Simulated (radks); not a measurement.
Excited configurations of K2+: one electron is placed in a higher orbital outside [Ne] 3s2 3p4. The ground configuration is [Ne] 3s2 3p5. All-electron calculation, Dirac Kohn-Sham, PBE, spin-unpolarised, spherical densities, finite nucleus; open shells fill j = l - 1/2 first; Fermi nuclear charge, rms radius 3.4349 fm. Program: a radial shooting solver on a logarithmic mesh with Libxc functionals. Excitation = E - E(ground); binding = E(ion) - E, where the ion is the core of charge +3; n* = 3/sqrt(2 binding) in atomic units, and the quantum defect is n - n*.

3d3/2: excitation (eV) 23.909; binding (eV) 22.868; n* 2.314; quantum defect 0.686; <r> (bohr) 1.791
4s1/2: excitation (eV) 27.022; binding (eV) 19.755; n* 2.490; quantum defect 1.510; <r> (bohr) 3.207
4d3/2: excitation (eV) 35.998; binding (eV) 10.779; n* 3.370; quantum defect 0.630; <r> (bohr) 4.824
4f5/2: excitation (eV) 38.919; binding (eV) 7.858; n* 3.948; quantum defect 0.052; <r> (bohr) 5.741
5d3/2: excitation (eV) 40.185; binding (eV) 6.592; n* 4.310; quantum defect 0.690; <r> (bohr) 8.553
6s1/2: excitation (eV) 40.516; binding (eV) 6.262; n* 4.422; quantum defect 1.578; <r> (bohr) 10.03
7s1/2: excitation (eV) 42.547; binding (eV) 4.230; n* 5.380; quantum defect 1.620; <r> (bohr) 14.87

The Delta-SCF ionisation energy is 46.777 eV (NIST Atomic Spectra Database: 45.803 eV, semi-empirical). Self-interaction in the functional shifts the binding energies and quantum defects, so they are the method's values and not measured ones. Spin polarisation and multiplet splitting are left out, so open shells lie too high by an amount that depends on their filling.

Beside tabulated values, note that spin-unpolarised runs miss the spin-polarisation part of the exchange energy of open shells.
